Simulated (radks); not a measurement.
Results of a calculation; reference values are marked as such.
Ti I, configuration [Ar] 3d2 4s2. Level of theory: scalar-relativistic Kohn-Sham, PBE, spin-polarised, spherical densities, finite nucleus; open shells are filled with parallel spins first; Fermi nuclear charge, rms radius 3.5921 fm; hard spherical wall at 10 bohr (a radial shooting solver on a logarithmic mesh with Libxc functionals).

Unscreened Slater integrals over Kohn-Sham orbitals (hartree). They are taken over the spin-up orbitals. Empty in this configuration: 4p.

integral       value
F0(4s,4s)    0.26282
F0(4s,3d)    0.32515
G2(4s,3d)   0.055225
F0(4s,3p)    0.33949
G1(4s,3p)   0.019811
F0(4s,3s)    0.34144
G0(4s,3s)   0.013694
F0(4s,4p)    0.22907
G1(4s,4p)    0.14525
F0(3d,3d)    0.59625
F2(3d,3d)    0.26555
F4(3d,3d)    0.16336
F0(3d,3p)    0.69305
F2(3d,3p)    0.31634
G1(3d,3p)    0.39313
G3(3d,3p)    0.23464
F0(3d,3s)    0.71298
G2(3d,3s)    0.29355
F0(3d,4p)    0.26252
F2(3d,4p)   0.062305
G1(3d,4p)   0.035118
G3(3d,4p)   0.025948
F0(3p,3p)    0.83276
F2(3p,3p)    0.41729
F0(3p,3s)    0.86203
G1(3p,3s)    0.57225
F0(3p,4p)    0.27010
F2(3p,4p)   0.041415
G0(3p,4p)  0.0096275
G2(3p,4p)   0.010920
F0(3s,3s)    0.89465
F0(3s,4p)    0.27120
G1(3s,4p)   0.011543
F0(4p,4p)    0.20736
F2(4p,4p)    0.11003

Derived for the open shells (J is the average intra-shell exchange parameter used in DFT+U). 3d: Racah B = F2/49 - 5 F4/441 = 0.003567 hartree, C = 35 F4/441 = 0.01297 hartree, C/B = 3.63, F4/F2 = 0.615, J = (F2 + F4)/14 = 0.03064 hartree.
